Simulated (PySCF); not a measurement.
Vibration and rotation of KN⁺

UHF-CCSD(T) constants of KN⁺, ⁴Σ⁻ (quartet), unpaired electrons σ ↑, π ↑↑ (basis K 6-31G(d,p), N 6-31G(d,p); no relativity; PySCF 2.14; masses 38.9637 and 14.0031 u):

- ωe: 85.5 cm⁻¹
- ωexe: 3.2 cm⁻¹
- Be: 0.15991 cm⁻¹
- αe: 0.00673 cm⁻¹
- D (centrifugal): 2.24e-06 cm⁻¹
- De to K⁺ + N: 0.098 eV

**Question.** Give the vibrational terms G(v) and spacings up to v = 3.

**Answer.** G(v) = ωe(v+½) − ωexe(v+½)².

```json
{"v": "0", "G(v) (cm⁻¹)": "42.0", "G(v) − G(v−1)": "", "Bv (cm⁻¹)": "0.1565"}
{"v": "1", "G(v) (cm⁻¹)": "121.0", "G(v) − G(v−1)": "79.1", "Bv (cm⁻¹)": "0.1498"}
{"v": "2", "G(v) (cm⁻¹)": "193.8", "G(v) − G(v−1)": "72.7", "Bv (cm⁻¹)": "0.1431"}
{"v": "3", "G(v) (cm⁻¹)": "260.1", "G(v) − G(v−1)": "66.3", "Bv (cm⁻¹)": "0.1364"}
```

**Question.** How well does the Morse estimate ωe²/(4ωexe) reproduce De, and what is D0?

**Answer.** It gives 0.071 eV, 72 % of the computed De. D0 = De − G(0) = 0.098 − 0.005 = 0.093 eV.

Correlated steps freeze 6 core orbitals. The bond is weak. Basis-set superposition, not corrected here, can be much of De in a small basis, most of all at correlated wavefunction levels. For an ion De counts to the pair picked by the measured ionisation energies or electron affinities, which need not be the lowest pair at this level. The state is the lowest determinant that a PBE0 search found; another state may lie lower at other levels.
